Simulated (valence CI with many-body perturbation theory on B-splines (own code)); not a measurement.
# Energy levels of W⁴²⁺

Calculated by valence CI with perturbative core correlation (CI+MBPT): four valence electrons over a frozen Dirac-Fock core [Ar] 3d10, a basis of 11 s, 11 p, 10 d, 8 f, 5 g, 2 h functions for each j, with the one-electron correlation potential Σ1, the two-electron term Σ2, the three-electron term Σ3, Breit, model QED; selected CI, second order for the rest, scaled by the run's own slope (own B-spline code, finite nucleus).

The last digits are not significant, and no measured levels were compared; by estimate large intervals hold to a few tenths of a per cent, small ones and those within an open d or f shell to about a per cent. Among the levels kept, up to 380 cm⁻¹ of a level comes from second order outside the variational space, and about a tenth of that is noise between levels of different J, which matters for small intervals.

Levels 46 to 90 of 188, with energies above the lowest level, (4s^2 4p1/2^2) J=0. "Leading %" is the weight of the configuration and term that name the level; weights of strongly mixed levels are sums over their largest components and can fall short, so below about 35 % the name and the second component can differ from the true leading terms, or belong to a minority configuration. In the jj column 3d3/2^4 stands for four electrons in 3d with j = 3/2. Lifetimes count E1, E2, E3, M1 and M2 decay at the calculated energies, and are blank where another channel may lead or the interval is too uncertain; long ones can be off by a factor of two.

```tsv
No.	Configuration	Term	J	E (eV)	Leading %	Lifetime	Leading jj
46	4s 4p2 4d	5P	3	449.87	27	2.54 ps	4s^2 4p1/2 4f7/2 (54 %)
47	4s 4p2 4d	3D	1	450.24	33	1.14 ps	4s 4p1/2 4p3/2 4d3/2 (86 %)
48	4s2 4p 4f	3G	4	450.83	33	8.16 ps	4s^2 4p1/2 4f7/2 (77 %)
49	4s 4p2 4d	3G	5	454.20	54	72.6 ps	4s 4p1/2 4p3/2 4d5/2 (97 %)
50	4s 4p2 4d	3P	2	455.14	37	3.32 ps	4s 4p1/2 4p3/2 4d5/2 (90 %)
51	4s 4p2 4d	3G	3	458.07	28	956 fs	4s 4p1/2 4p3/2 4d3/2 (60 %)
52	4s 4p2 4d	3D	1	458.35	51	1.26 ps	4s 4p1/2 4p3/2 4d5/2 (51 %)
53	4s 4p2 4d	3F	3	461.72	33	2.88 ps	4s 4p1/2 4p3/2 4d5/2 (87 %)
54	4s 4p2 4d	3P	1	464.69	23	799 fs	4s 4p1/2 4p3/2 4d3/2 (57 %)
55	4s 4p2 4d	3P	0	465.40	80	658 fs	4s 4p1/2 4p3/2 4d3/2 (80 %)
56	4s 4p2 4d	1D	2	465.78	28	2.55 ps	4s 4p1/2 4p3/2 4d5/2 (77 %)
57	4s 4p2 4d	3D	3	467.33	52	1.56 ps	4s 4p1/2 4p3/2 4d5/2 (80 %)
58	4s 4p2 4d	1G	4	468.46	51	4.47 ps	4s 4p1/2 4p3/2 4d5/2 (86 %)
59	4s 4p2 4d	1D	2	470.61	19	511 fs	4s 4p1/2 4p3/2 4d3/2 (68 %)
60	4s 4p2 4d	3D	1	474.92	52	2.11 ps	4s 4p1/2 4p3/2 4d5/2 (92 %)
61	4s 4p2 4d	3D	3	476.34	32	1.07 ps	4s 4p1/2 4p3/2 4d5/2 (79 %)
62	4s 4p2 4d	3F	4	476.38	36	1.42 ps	4s 4p1/2 4p3/2 4d5/2 (78 %)
63	4s 4p2 4d	3P	1	481.07	35	1.46 ps	4s 4p1/2 4p3/2 4d5/2 (94 %)
64	4s 4p2 4d	3D	2	482.12	46	1.33 ps	4s 4p1/2 4p3/2 4d5/2 (91 %)
65	4s 4p2 4d	3P	0	482.33	43	1.23 ps	4s 4p1/2 4p3/2 4d5/2 (81 %)
66	4s 4p2 4d	1F	3	484.48	35	959 fs	4s 4p1/2 4p3/2 4d5/2 (83 %)
67	4s 4p2 4d	3P	2	486.70	34	807 fs	4s 4p1/2 4p3/2 4d5/2 (84 %)
68	4p4	1D	2	501.29	54	844 fs	4p1/2 4p3/2^3 (71 %)
69	4p4	3P	1	502.26	72	632 fs	4p1/2 4p3/2^3 (72 %)
70	4s2 4d2	3F	2	514.58	63	395 fs	4s^2 4d3/2^2 (84 %)
71	4s2 4d2	3P	0	521.56	65	411 fs	4s^2 4d3/2^2 (82 %)
72	4s2 4d2	3F	3	526.58	61	804 fs	4s^2 4d3/2 4d5/2 (61 %)
73	4s2 4d2	3P	2	528.20	23	817 fs	4s 4p3/2^2 4d3/2 (48 %)
74	4s2 4d2	3P	1	528.41	43	862 fs	4s 4p3/2^2 4d3/2 (52 %)
75	4s2 4d2	1G	4	528.87	40	936 fs	4s^2 4d3/2 4d5/2 (56 %)
76	4s2 4p 4f	3F	3	532.44	28	2.33 ps	4s^2 4p3/2 4f5/2 (64 %)
77	4s2 4p 4f	3G	4	534.56	31	2.19 ps	4s^2 4p3/2 4f5/2 (35 %)
78	4s2 4d2	3F	4	535.65	26	19.1 ps	4s 4p3/2^2 4d5/2 (43 %)
79	4s2 4p 4f	3F	2	536.55	27	1.78 ps	4s^2 4p3/2 4f5/2 (57 %)
80	4s 4p2 4f	3D°	3	536.75	11	13.5 ps	4s 4p1/2^2 4f5/2 (62 %)
81	4s 4p2 4f	5G°	2	539.88	31	4.10 ps	4s 4p1/2^2 4f5/2 (77 %)
82	4s2 4p 4f	3G	5	539.92	44	83.6 ps	4s 4p3/2^2 4d5/2 (55 %)
83	4s2 4p 4f	3D	1	539.94	70	2.96 ps	4s^2 4p3/2 4f5/2 (70 %)
84	4s2 4p 4f	1F	3	541.73	24	1.19 ps	4s^2 4p3/2 4f7/2 (44 %)
85	4p3 4d	3F°	2	544.04	17	2.62 ps	4p1/2^2 4p3/2 4d3/2 (73 %)
86	4s2 4p 4f	3D	2	544.23	21	784 fs	4s 4p3/2^2 4d3/2 (38 %)
87	4s2 4d2	3P	1	545.17	42	601 fs	4s 4p3/2^2 4d3/2 (51 %)
88	4s 4p2 4d	3P	0	545.75	53	4.21 ps	4s 4p3/2^2 4d5/2 (68 %)
89	4s 4p2 4f	3F°	3	546.60	19	2.79 ps	4s 4p1/2^2 4f7/2 (65 %)
90	4p3 4d	3P°	0	546.71	56	2.93 ps	4p1/2^2 4p3/2 4d3/2 (93 %)
```

Where two levels of one J and parity lie close, their mixing, g and order are uncertain.
